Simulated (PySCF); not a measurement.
Rb: excitation energy

Rb [Kr] 5s1 (2S) → Rb [Kr] 4d1 (2D), as a difference of total energies. Calculation: PySCF 2.14, in aug-cc-pwCVTZ-X2C with one added diffuse shell each of s, p, d, f type (11s10p8d4f, 109 functions); scalar relativity by spin-free X2C-1e. Correlated levels: valence and next inner shell: [Ar] 3d10 frozen. The calculations carry no spin-orbit coupling.

```csv
method,excitation energy (eV)
UHF,2.179
LDA,2.195
PBE,2.031
PBE0,2.083
r2SCAN,2.065
MN15,2.232
wB97M-V,2.243
TPSSh,1.971
MP2 (valence and next inner shell),2.401
SCS-MP2 (valence and next inner shell),2.358
```

Errors of the correlated levels include the incompleteness of this basis and the frozen core.

Task: Which method comes closest to the reference value, and which is furthest?

Result: The reference is 2.400 eV (measured; NIST levels, between the centres of gravity of the two terms). Closest: MP2 (valence and next inner shell) (error 0.001 eV); furthest: TPSSh (error -0.429 eV).
